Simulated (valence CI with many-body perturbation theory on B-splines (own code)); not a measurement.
## Level structure of Yb³⁷⁺

Method: configuration interaction combined with many-body perturbation theory (CI+MBPT): five valence electrons over a frozen Dirac-Fock core [Ar] 3d10, a basis of 9 s, 9 p, 8 d, 6 f, 3 g, 1 h functions for each j, with the one-electron correlation potential Σ1, the two-electron term Σ2, the three-electron term Σ3, Breit, model QED; selected CI, second order for the rest (own B-spline code, finite nucleus).

No measured spectrum was set against this ion. As an estimate, large intervals hold to a few tenths of a per cent, small ones and those within an open d or f shell to about a per cent. Among the levels kept, up to 300 cm⁻¹ of a level comes from second order outside the variational space, and about a tenth of that is noise between levels of different J, which matters for small intervals.

Levels 1 to 45 of 54, with energies above the lowest level, (4s^2 4p1/2^2 4p3/2) J=3/2. "Leading %" is the weight of the configuration and term that name the level; weights of strongly mixed levels are sums over their largest components and can fall short. In the jj column 3d3/2^4 stands for four electrons in 3d with j = 3/2. Lifetimes count E1, E2, E3, M1 and M2 decay at the calculated energies, and are blank where another channel may lead or the interval is too uncertain; long ones can be off by a factor of two.

```csv
No.,Configuration,Term,J,E (cm⁻¹),Leading %,Leading jj,Second component,Lifetime
1,4s2 4p3,2P°,3/2,0,46,4s^2 4p1/2^2 4p3/2 (99 %),28 % 4s2 4p3 4S°,
2,4s2 4p3,4S°,3/2,523370,54,4s^2 4p1/2 4p3/2^2 (98 %),45 % 4s2 4p3 2D°,355 ns
3,4s2 4p3,2D°,5/2,563910,99,4s^2 4p1/2 4p3/2^2 (99 %),,1.75 μs
4,4s2 4p3,2P°,1/2,614810,99,4s^2 4p1/2 4p3/2^2 (99 %),,506 ns
5,4s2 4p2 4d,2D,3/2,1123300,36,4s^2 4p1/2^2 4d3/2 (94 %),34 % 4s2 4p2 4d 4F,213 ps
6,4s2 4p3,2P°,3/2,1145300,53,4s^2 4p3/2^3 (98 %),28 % 4s2 4p3 2D°,177 ns
7,4s 4p4,4P,5/2,1202800,57,4s 4p1/2^2 4p3/2^2 (76 %),19 % 4s 4p4 2D,89.2 ps
8,4s2 4p2 4d,2D,5/2,1323500,21,4s^2 4p1/2^2 4d5/2 (74 %),21 % 4s2 4p2 4d 4D,4.07 ps
9,4s 4p4,2S,1/2,1342300,55,4s 4p1/2^2 4p3/2^2 (91 %),32 % 4s 4p4 4P,5.78 ps
10,4s 4p4,2D,3/2,1361300,35,4s 4p1/2^2 4p3/2^2 (83 %),34 % 4s 4p4 2P,2.90 ps
11,4s2 4p2 4d,4F,3/2,1645400,34,4s^2 4p1/2 4p3/2 4d3/2 (93 %),27 % 4s2 4p2 4d 4D,31.0 ps
12,4s2 4p2 4d,2F,5/2,1646600,46,4s^2 4p1/2 4p3/2 4d3/2 (96 %),44 % 4s2 4p2 4d 4F,181 ps
13,4s2 4p2 4d,4D,1/2,1649500,77,4s^2 4p1/2 4p3/2 4d3/2 (96 %),14 % 4s2 4p2 4d 2P,144 ps
14,4s2 4p2 4d,2G,7/2,1687000,44,4s^2 4p1/2 4p3/2 4d3/2 (94 %),27 % 4s2 4p2 4d 2F,35.4 ns
15,4s 4p4,4P,3/2,1728600,46,4s 4p1/2 4p3/2^3 (54 %),22 % 4s2 4p2 4d 2P,83.3 ps
16,4s2 4p2 4d,4D,7/2,1767300,47,4s^2 4p1/2 4p3/2 4d5/2 (99 %),36 % 4s2 4p2 4d 4F,1.76 ns
17,4s 4p4,2D,5/2,1770100,28,4s^2 4p1/2 4p3/2 4d5/2 (58 %),21 % 4s2 4p2 4d 2D,173 ps
18,4s2 4p2 4d,4P,5/2,1793300,31,4s^2 4p1/2 4p3/2 4d3/2 (77 %),20 % 4s2 4p2 4d 2D,919 fs
19,4s2 4p2 4d,2D,3/2,1800100,33,4s^2 4p1/2 4p3/2 4d3/2 (84 %),24 % 4s2 4p2 4d 2P,731 fs
20,4s2 4p2 4d,4P,1/2,1801800,34,4s^2 4p1/2 4p3/2 4d3/2 (82 %),32 % 4s2 4p2 4d 2P,972 fs
21,4s2 4p2 4d,2G,9/2,1811800,58,4s^2 4p1/2 4p3/2 4d5/2 (98 %),41 % 4s2 4p2 4d 4F,
22,4s2 4p2 4d,4D,3/2,1871400,27,4s^2 4p1/2 4p3/2 4d5/2 (49 %),22 % 4s 4p4 2D,3.16 ps
23,4s2 4p2 4d,2S,1/2,1894800,32,4s^2 4p1/2 4p3/2 4d5/2 (49 %),20 % 4s 4p4 4P,2.37 ps
24,4s2 4p2 4d,2F,5/2,1902300,30,4s^2 4p1/2 4p3/2 4d5/2 (57 %),21 % 4s2 4p2 4d 4D,1.78 ps
25,4s2 4p2 4d,2F,7/2,1906900,47,4s^2 4p1/2 4p3/2 4d5/2 (88 %),28 % 4s2 4p2 4d 2G,2.89 ps
26,4s2 4p2 4d,2P,3/2,1930100,35,4s^2 4p1/2 4p3/2 4d5/2 (76 %),32 % 4s2 4p2 4d 2D,2.29 ps
27,4s2 4p2 4d,2D,5/2,1941000,38,4s^2 4p1/2 4p3/2 4d5/2 (62 %),28 % 4s 4p4 2D,1.53 ps
28,4s 4p4,2P,3/2,1987100,33,4s 4p1/2 4p3/2^3 (63 %),26 % 4s 4p4 2D,1.49 ps
29,4s2 4p2 4d,2P,1/2,2009200,45,4s^2 4p1/2 4p3/2 4d5/2 (46 %),26 % 4s 4p4 2P,1.22 ps
30,4s2 4p2 4d,4P,1/2,2314300,43,4s^2 4p3/2^2 4d3/2 (86 %),24 % 4s2 4p2 4d 2P,1.01 ps
31,4s2 4p2 4d,2D,3/2,2315500,36,4s^2 4p3/2^2 4d3/2 (90 %),26 % 4s2 4p2 4d 4P,883 fs
32,4s2 4p2 4d,2D,5/2,2321500,30,4s^2 4p3/2^2 4d3/2 (85 %),20 % 4s2 4p2 4d 4D,1.00 ps
33,4s2 4p2 4d,2F,7/2,2335300,43,4s^2 4p3/2^2 4d3/2 (51 %),30 % 4s2 4p2 4d 4D,1.75 ps
34,4s 4p3 4d,4D°,5/2,2337200,27,4s 4p1/2^2 4p3/2 4d3/2 (91 %),26 % 4s 4p3 4d 6D°,35.5 ps
35,4s2 4p2 4d,2P,1/2,2339600,48,4s^2 4p3/2^2 4d5/2 (73 %),19 % 4s2 4p2 4d 2S,107 ps
36,4s 4p3 4d,6D°,3/2,2343100,32,4s 4p1/2^2 4p3/2 4d3/2 (93 %),18 % 4s 4p3 4d 4D°,22.8 ps
37,4s 4p3 4d,4P°,1/2,2343200,42,4s 4p1/2^2 4p3/2 4d3/2 (93 %),39 % 4s 4p3 4d 6D°,41.8 ps
38,4s2 4p2 4d,2F,7/2,2355900,64,4s^2 4p3/2^2 4d5/2 (55 %),21 % 4s2 4p2 4d 2G,2.26 ps
39,4s2 4p2 4d,4F,9/2,2357300,58,4s^2 4p3/2^2 4d5/2 (98 %),41 % 4s2 4p2 4d 2G,303 ns
40,4s 4p3 4d,6D°,7/2,2359500,26,4s 4p1/2^2 4p3/2 4d3/2 (80 %),24 % 4s 4p3 4d 4F°,71.7 ps
41,4s2 4p2 4d,2D,3/2,2398900,64,4s^2 4p3/2^2 4d3/2 (87 %),17 % 4s2 4p2 4d 2P,1.07 ps
42,4s 4p3 4d,4F°,3/2,2427200,28,4s 4p1/2^2 4p3/2 4d3/2 (75 %),16 % 4s 4p3 4d 2D°,6.25 ps
43,4s 4p3 4d,4G°,5/2,2446800,23,4s 4p1/2^2 4p3/2 4d3/2 (71 %),17 % 4s 4p3 4d 2F°,12.8 ps
44,4s 4p3 4d,4F°,9/2,2452400,44,4s 4p1/2^2 4p3/2 4d5/2 (94 %),38 % 4s 4p3 4d 6D°,60.8 ps
45,4s2 4p2 4d,2D,5/2,2456600,78,4s^2 4p3/2^2 4d5/2 (98 %),14 % 4s2 4p2 4d 4D,562 ps
```

The ionisation energy to 4s2 4p2 3P_0 of the next ion comes out as 1670.1 eV (NIST: 1668 ± 4 eV (theoretical)). All 54 levels together are meant to be complete up to 2597500 cm⁻¹.
